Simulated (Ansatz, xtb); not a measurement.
Relative energy of two isomers of C3H8GeO

We compare a, `CO/C=[CH]/[GeH3]`, a singlet, with b, `CO/C=[CH]\[GeH3]`, a singlet. Both are isolated molecules in the gas phase, relaxed with B3LYP-D3(BJ)/def2-SVP; each stands in its lowest conformer found.

Quicker runs give these differences E(b) − E(a): GFN2-xTB −0.003 eV; HF/STO-3G +0.038 eV (at GFN2-xTB geometries); r2SCAN-D4/def2-SVP +0.133 eV (at GFN2-xTB geometries).

Question: Estimate E(b) − E(a) at the level CCSD(T)/def2-SVP + ΔMP2/def2-TZVPP.

Answer: Calculated at CCSD(T)/def2-SVP + ΔMP2/def2-TZVPP: E(b) − E(a) = +0.093 eV, so structure a lies lower.

The same difference at several levels:

| level | geometry | E(b) − E(a) (eV) | departure from the last row (eV) | job, with rough time for the two |
| --- | --- | --- | --- | --- |
| GFN2-xTB | GFN2-xTB | −0.003 | −0.095 | optimisation, 0.13 s |
| HF/STO-3G | GFN2-xTB | +0.038 | −0.055 | single point, 0.56 s |
| r2SCAN-D4/def2-SVP | GFN2-xTB | +0.133 | +0.040 | single point, 4 s |
| B3LYP-D3(BJ)/def2-SVP | B3LYP-D3(BJ)/def2-SVP | +0.082 | −0.011 | optimisation, 43 s |
| HF/def2-SVP | B3LYP-D3(BJ)/def2-SVP | +0.052 | −0.041 | part of the CCSD(T) run |
| MP2/def2-SVP | B3LYP-D3(BJ)/def2-SVP | +0.085 | −0.008 | part of the CCSD(T) run |
| CCSD(T)/def2-SVP | B3LYP-D3(BJ)/def2-SVP | +0.066 | −0.027 | single point |
| CCSD(T)/def2-SVP + ΔMP2/def2-TZVPP | B3LYP-D3(BJ)/def2-SVP | +0.093 |  | single point, 42 s |

As drawn, both hold the same kinds of bond in the same numbers.

GFN2-xTB finds them nearly level. The largest departure from CCSD(T)/def2-SVP + ΔMP2/def2-TZVPP is that of GFN2-xTB, 0.095 eV. The last row adds to CCSD(T) the change of the MP2 difference between the two basis sets, here +0.027 eV.

With thermal terms from frequencies at re-optimised GFN2-xTB minima (ideal gas, soft modes damped towards free rotors, one conformer each, 298.15 K, 1 atm): the zero-point term adds −0.007 eV; ΔH is +0.088 and ΔG +0.077 eV.

The correlated steps freeze 13 core orbitals; the filled d shell of Ge is correlated, in a basis made for valence electrons. Run with Ansatz 0.2.0, xtb 6.7.1; the last row on 2 threads of Intel(R) Xeon(R) 6975P-C (Granite Rapids) on a shared host.
